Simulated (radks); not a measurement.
Initial-state core-level shifts of neutral holmium when its valence configuration changes from [Xe] 4f11 6s2. Calculated with a radial shooting solver on a logarithmic mesh with Libxc functionals: scalar-relativistic Kohn-Sham, LDA (Slater exchange, Perdew-Wang correlation), spin-polarised, spherical densities, point nucleus; open shells are filled with parallel spins first (spin-orbit coupling, left out, can overturn this in heavy ions). Shifts are changes of the shell-averaged eigenvalues in eV (positive: less bound).

| valence | 2s | 2p | 3s | 4s |
|---|---|---|---|---|
| 4f10 5d1 6s2 | -6.834 | -6.762 | -7.585 | -7.261 |
| 4f11 5d1 6s1 | +0.891 | +0.890 | +0.858 | +0.881 |
| 4f10.5 5d1.5 6s1 | -2.038 | -2.006 | -2.413 | -2.261 |
| 4f11 6s1 6p1 | -1.262 | -1.262 | -1.246 | -1.255 |
| 4f11 5d2 | +1.179 | +1.177 | +1.127 | +1.167 |
| 4f9 6s2 6p2 | -22.058 | -21.881 | -23.666 | -22.757 |
| 4f10 6s1 6p2 | -11.241 | -11.164 | -11.928 | -11.631 |
